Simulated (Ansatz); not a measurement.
# What each rung costs, and what it gives

Saddle point of CH8GeO, closed shell (CH₆Ge ([CH3][GeH3]) + H₂O → CH₆GeO ([CH3][GeH2][OH]) + H₂; bonds formed: Ge1–O7, H2–H6; bonds broken: Ge1–H2, H6–O7), PBE0-D4/def2-TZVP structure:

```json
{"atom": "Ge1", "x (Å)": "-0.4442", "y (Å)": "-0.2030", "z (Å)": "-0.4301"}
{"atom": "H2", "x (Å)": "1.3600", "y (Å)": "0.2043", "z (Å)": "-0.9583"}
{"atom": "H3", "x (Å)": "-0.4750", "y (Å)": "-1.0886", "z (Å)": "-1.6925"}
{"atom": "H4", "x (Å)": "-1.9301", "y (Å)": "0.2339", "z (Å)": "-0.2299"}
{"atom": "C5", "x (Å)": "0.1677", "y (Å)": "-1.0063", "z (Å)": "1.2292"}
{"atom": "H6", "x (Å)": "0.9366", "y (Å)": "1.2170", "z (Å)": "-0.8790"}
{"atom": "O7", "x (Å)": "0.0075", "y (Å)": "1.7807", "z (Å)": "-0.5127"}
{"atom": "H8", "x (Å)": "-0.6196", "y (Å)": "-1.6325", "z (Å)": "1.6526"}
{"atom": "H9", "x (Å)": "1.0658", "y (Å)": "-1.5974", "z (Å)": "1.0567"}
{"atom": "H10", "x (Å)": "0.3992", "y (Å)": "-0.2093", "z (Å)": "1.9372"}
{"atom": "H11", "x (Å)": "-0.4678", "y (Å)": "2.3013", "z (Å)": "-1.1730"}
```

Barriers are electronic and count from the start structure reached by relaxing down the imaginary mode.

Program: Ansatz 0.2.0. Basis: as named in each row. Cores are frozen in the correlated methods. Filled d shells of the heavier atoms are correlated. The def2 sets are not built for correlating such inner shells, so the correlated values are less sure here. B3LYP uses VWN-RPA correlation. Extrapolation: Hartree–Fock as exp(−7.88 √X), correlation as X^−2.97.

Times are rough, for one single point on 4 threads of a shared host (Arm Neoverse V2).

The estimate by CCSD(T) at an estimated basis limit (MP2 extrapolated from triple and quadruple zeta, plus CCSD(T) − MP2 in triple zeta) is 2.169 eV.

```
      method       basis  time (s)  barrier (eV)  method less estimate
          HF      STO-3G   under 1         3.335                 1.166
      PBE-D4      STO-3G   under 1         1.590                -0.579
       SPW92    def2-SVP   under 1         1.378                -0.791
      PBE-D4    def2-SVP   under 1         1.667                -0.502
     PBE0-D4    def2-SVP   under 1         1.912                -0.258
    B3LYP-D4       6-31G   under 1         1.737                -0.432
       SPW92  def2-TZVPP   under 1         1.494                -0.675
      PBE-D4  def2-TZVPP         1         1.757                -0.412
     BLYP-D4  def2-TZVPP         1         1.864                -0.305
    B3LYP-D4  def2-TZVPP         2         2.015                -0.154
    BHLYP-D4  def2-TZVPP         2         2.224                 0.055
     PBE0-D4  def2-TZVPP         2         1.951                -0.218
CAM-B3LYP-D4  def2-TZVPP         2         2.069                -0.100
   r2SCAN-D4  def2-TZVPP         3         1.888                -0.281
     wB97M-V    def2-SVP         3         1.981                -0.188
  r2SCAN0-D4  def2-TZVPP         3         2.028                -0.142
  RPA on PBE  def2-TZVPP         3         2.105                -0.064
     CCSD(T)    def2-SVP         3         2.239                 0.069
      B2PLYP  def2-TZVPP         3         2.087                -0.082
    PBE-QIDH  def2-TZVPP         3         2.081                -0.088
     wB97X-V  def2-TZVPP         5         2.090                -0.080
     wB97M-V  def2-TZVPP         6         2.052                -0.117
      B97M-V  def2-TZVPP         6         1.980                -0.189
         MP2  def2-QZVPP        13         2.109                -0.060
     CCSD(T)  def2-TZVPP        74         2.129                -0.041
```

All methods are single points on the PBE0-D4 structures.

The T1 diagnostic stays at or below 0.013.

Labels in which every atom is bracketed show which atoms are joined, not bond orders.
